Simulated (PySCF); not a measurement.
# `CC(C)[P@](=[Se])(CO)C[SiH3]`, C5H15OPSeSi

Molfile (atoms numbered from 1):
```
C5H15OPSeSi
     RDKit          3D

 24 23  0  0  0  0  0  0  0  0999 V2000
    1.7297    0.9182    1.2160 C   0  0  0  0  0  0  0  0  0  0  0  0
    1.3257   -0.2934    0.3880 C   0  0  0  0  0  0  0  0  0  0  0  0
    1.8139   -0.1921   -1.0507 C   0  0  0  0  0  0  0  0  0  0  0  0
   -0.5115   -0.5730    0.4975 P   0  0  2  0  0  5  0  0  0  0  0  0
   -1.2842   -0.4876    2.4468 Se  0  0  0  0  0  2  0  0  0  0  0  0
   -0.7609   -2.3054   -0.1549 C   0  0  0  0  0  0  0  0  0  0  0  0
   -2.1061   -2.6425   -0.0273 O   0  0  0  0  0  0  0  0  0  0  0  0
   -1.4088    0.4614   -0.7093 C   0  0  0  0  0  0  0  0  0  0  0  0
   -1.3644    2.3376   -0.3527 Si  0  0  0  0  0  4  0  0  0  0  0  0
    1.3801    1.8391    0.7533 H   0  0  0  0  0  0  0  0  0  0  0  0
    1.3031    0.8508    2.2160 H   0  0  0  0  0  0  0  0  0  0  0  0
    2.8133    0.9669    1.3081 H   0  0  0  0  0  0  0  0  0  0  0  0
    1.7468   -1.1944    0.8583 H   0  0  0  0  0  0  0  0  0  0  0  0
    2.8998   -0.1125   -1.0617 H   0  0  0  0  0  0  0  0  0  0  0  0
    1.5318   -1.0699   -1.6291 H   0  0  0  0  0  0  0  0  0  0  0  0
    1.4054    0.6940   -1.5322 H   0  0  0  0  0  0  0  0  0  0  0  0
   -0.5162   -2.3645   -1.2186 H   0  0  0  0  0  0  0  0  0  0  0  0
   -0.1067   -2.9908    0.4078 H   0  0  0  0  0  0  0  0  0  0  0  0
   -2.3630   -2.5191    0.9017 H   0  0  0  0  0  0  0  0  0  0  0  0
   -2.4398    0.1041   -0.6365 H   0  0  0  0  0  0  0  0  0  0  0  0
   -1.0450    0.2253   -1.7099 H   0  0  0  0  0  0  0  0  0  0  0  0
   -2.5251    2.9064   -1.0356 H   0  0  0  0  0  0  0  0  0  0  0  0
   -0.1317    2.8691   -0.9484 H   0  0  0  0  0  0  0  0  0  0  0  0
   -1.3982    2.5920    1.0810 H   0  0  0  0  0  0  0  0  0  0  0  0
  1  2  1  0
  2  3  1  0
  4  2  1  1
  4  5  2  0
  4  6  1  0
  6  7  1  0
  4  8  1  0
  8  9  1  0
  1 10  1  0
  1 11  1  0
  1 12  1  0
  2 13  1  0
  3 14  1  0
  3 15  1  0
  3 16  1  0
  6 17  1  0
  6 18  1  0
  7 19  1  0
  8 20  1  0
  8 21  1  0
  9 22  1  0
  9 23  1  0
  9 24  1  0
M  END
```

The calculation used GIAO BHandHLYP/pcSseg-1 magnetisability, rotational g tensor and spin-rotation constants, non-relativistic, gas phase (PySCF 2.14.0). Geometry: GFN2-xTB.

The calculation is non-relativistic, which matters for the atoms heavier than Zn.

**Question.** Give the nuclear spin-rotation constants along the inertial axes (H = +C I·J) beside the isotropic shieldings.

**Answer.** Rotational constants 0.8217, 0.6391, 0.5836 GHz. A star marks the isotopologue with that one atom substituted, in its own axes.
| atom | isotope | Caa (kHz) | Cbb (kHz) | Ccc (kHz) | mean (kHz) | σ (ppm) |
| --- | --- | --- | --- | --- | --- | --- |
| P4 | 31P | 1.354 | 1.112 | 1.080 | 1.182 | 252.0 |
| H10 | 1H | -0.052 | -0.047 | -0.044 | -0.048 | 31.2 |
| H11 | 1H | -0.027 | -0.036 | -0.050 | -0.038 | 29.3 |
| H12 | 1H | -0.075 | -0.065 | -0.007 | -0.049 | 30.7 |
| H13 | 1H | -0.056 | -0.050 | -0.034 | -0.047 | 30.5 |
| H14 | 1H | -0.063 | -0.062 | -0.017 | -0.047 | 30.4 |
| H15 | 1H | -0.084 | -0.019 | -0.045 | -0.049 | 30.8 |
| H16 | 1H | -0.048 | -0.047 | -0.048 | -0.047 | 31.0 |
| H17 | 1H | -0.032 | -0.021 | -0.050 | -0.035 | 27.8 |
| H18 | 1H | -0.060 | -0.040 | -0.017 | -0.039 | 28.4 |
| H19 | 1H | -0.036 | -0.043 | -0.057 | -0.045 | 28.9 |
| H20 | 1H | -0.052 | -0.070 | -0.020 | -0.047 | 30.3 |
| H21 | 1H | -0.063 | -0.024 | -0.061 | -0.049 | 30.9 |
| H22 | 1H | -0.077 | -0.047 | 0.010 | -0.038 | 28.0 |
| H23 | 1H | 0.004 | -0.055 | -0.041 | -0.031 | 28.1 |
| H24 | 1H | -0.054 | -0.018 | -0.028 | -0.033 | 27.5 |
| C1 | 13C* | 0.118 | 0.088 | 0.089 | 0.098 | 166.9 |
| C2 | 13C* | 0.135 | 0.111 | 0.098 | 0.115 | 150.8 |
| C3 | 13C* | 0.116 | 0.089 | 0.085 | 0.097 | 168.2 |
| Se5 | 77Se* | 0.487 | 0.716 | 0.443 | 0.548 | 2299.2 |
| C6 | 13C* | 0.182 | 0.145 | 0.117 | 0.148 | 118.8 |
| O7 | 17O* | -0.065 | -0.020 | -0.030 | -0.038 | 331.1 |
| C8 | 13C* | 0.097 | 0.094 | 0.071 | 0.087 | 177.3 |
| Si9 | 29Si* | -0.438 | -0.333 | -0.317 | -0.363 | 430.9 |

For the geometry as given, no vibrational averaging.
